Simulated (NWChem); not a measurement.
System: C$_{2}$H$_{3}$BFNO; SMILES N#CCB(O)F

```xyz
9

N      0.2907     2.5644     0.0000
C     -0.3495     1.5818     0.0000
C     -1.0103     0.2876     0.0000
B      0.0605    -0.9060     0.0000
O      1.3977    -0.7254     0.0000
F     -0.4075    -2.1582     0.0000
H     -1.6710     0.1852     0.8880
H     -1.6710     0.1852    -0.8880
H      1.6490     0.2197     0.0000
```
Atoms are numbered in this order, from 1.

Results from NWChem. All runs use the structure optimised with PBE-D3(BJ)/def2-SVP. Total energies compare along this basis series because the functional is fixed.

```
level             basis functions  energy (Ha)  highest occupied level (eV)  orbital gap (eV)  dipole (D)
----------------  ---------------  -----------  ---------------------------  ----------------  ----------
TPSS/pcseg-1                   99    -332.7749                        -8.24              7.41        1.89
TPSS/aug-pcseg-1              165    -332.7919                        -8.23              7.26        2.02
TPSS/pcseg-2                  222    -332.9700                        -8.22              7.28        2.00
TPSS/STO-3G                    33    -328.4003                        -4.65              7.37        1.84
TPSS/def2-SVP                  99    -332.5882                        -8.04              7.38        1.75
```
